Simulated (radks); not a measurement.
Valence configurations of Se III (all share [Ar]). All-electron calculation, scalar-relativistic Kohn-Sham, r2SCAN, spin-polarised, spherical densities, finite nucleus; open shells are filled with parallel spins first; meta-GGA in the generalised Kohn-Sham scheme; Fermi nuclear charge, rms radius 4.14 fm. Program: a radial shooting solver on a logarithmic mesh with Libxc functionals. Energies are relative to 3d10 4s2 4p2; eigenvalues in eV for spin up.

valence          E (eV)  moment (Bohr magnetons)    e(3d)    e(4p)    e(4s)
3d10 4s2 4p2      0.000                        2  -77.021  -26.794  -39.474
3d10 4s1 4p3      7.774                        4  -78.290  -28.207  -41.165
3d10 4p4         25.353                        2  -80.231  -28.219        -
3d9.5 4s2 4p2.5  25.971                        3  -83.678  -28.251  -41.407
3d9.5 4s1.5 4p3  30.198                        4  -84.315  -28.969  -42.267
3d9.5 4s0.5 4p4  45.498                        3  -86.059  -29.335  -42.714
3d9 4s2 4p3      54.009                        4  -90.449  -29.664  -43.282
3d8.5 4s1.5 4p4  93.198                        4  -98.250  -31.043  -45.190
3d8 4s2 4p4      120.75                        4  -104.59  -31.674  -46.126
3d7 4s2 4p5      196.16                        4  -119.11  -33.611  -48.845

NIST lists [Ar] 3d10 4s2 4p2 as the ground configuration; this level of theory agrees among the configurations tried. The energies are those of spherical high-spin densities, not of single terms.
